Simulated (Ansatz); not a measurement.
Calculated with Ansatz (gas phase, PBE0-D4/def2-TZVP geometries, no zero-point term in ΔE). CCSD(T)/CBS adds triple-zeta CCSD(T) − MP2 to the extrapolated MP2 energy (def2 sets, frozen cores). For Se outer-core shells are correlated without core-valence functions, which leaves a few kJ/mol of doubt a bond. Scalar relativity is left out up to krypton.

`B/C=C/[SiH3]` + `C1[SiH2][Se]1` → `BC1[SiH2][Se]1` + `C=C[SiH3]`  (formal exchange of groups at a B–C bond)

```tsv
species	CCSD(T)/CBS(def2) energy (Eh)
`B/C=C/[SiH3]`	-394.14024
`C1[SiH2][Se]1`	-2730.23745
`BC1[SiH2][Se]1`	-2755.62483
`C=C[SiH3]`	-368.76077
```

Question: Work out ΔE.

Answer: ΔE = (-2755.62483) + (-368.76077) − (-394.14024) − (-2730.23745) = -0.00791 Eh = -20.8 kJ/mol.

Largest T1 diagnostic among the species: 0.012.

In def2-TZVPP, CCSD(T) changes the Hartree–Fock value by −13.0 kJ/mol (the triples alone add −1.6 kJ/mol) and MP2 by −15.5 kJ/mol. The D4 term adds −3.7 kJ/mol with B3LYP and −1.9 kJ/mol with PBE0; it sums over pairs of atoms, weighted by their polarisabilities, and B3LYP, whose exchange is more repulsive, gets the larger term.

B3LYP here is the variant with VWN-RPA as its local correlation; programs differ in this.
